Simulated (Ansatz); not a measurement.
Cost and result up the ladder for the cluster Nb₂O₂ (4 atoms). Total charge 0; singlet. Geometry: PBE0-D4/def2-TZVP.

```xyz
4

Nb    1.027   -0.985    0.194
Nb   -0.696   -0.227    1.236
O    -0.738    0.858   -0.369
O     0.406    0.355   -1.061
```

Ansatz on 4 threads of Arm Neoverse V2 on a shared host. Times are rough, and most runs start from the orbitals of an earlier one. No level here is sound enough to serve as a yardstick. Binding counts from free atoms at the same level (Nb sextet, O triplet; other spins of the atoms weren't run), without zero-point energy or a counterpoise term.

In the def2 sets Nb takes a core potential; there is no spin–orbit coupling. B3LYP takes the VWN-RPA correlation. The structure holds 1 bond(s) between oxygen atoms. No other spin state of charge 0 was run. Another isomer (quintet) lies 3.79 eV lower at PBE0-D4/def2-TZVP; other spin states weren't run for this one.

Run but left out: CCSD(T)/def2-TZVPP (restricted singlet, unstable towards broken spin symmetry).

```
                         level  functions  wall time  binding energy per atom (eV)                        remarks
           revPBE-D4/def2-TZVP        142      1.3 s                          3.53  restricted SCF unstable in HF
             PBE0-D4/def2-TZVP        142      1.5 s                          3.09  restricted SCF unstable in HF
PBE-D4/def2-TZVP (with forces)        142      1.6 s                          3.76  restricted SCF unstable in HF
            B3LYP-D4/def2-TZVP        142      1.8 s                          3.30  restricted SCF unstable in HF
           r2SCAN-D4/def2-TZVP        142      2.8 s                          3.20  restricted SCF unstable in HF
```
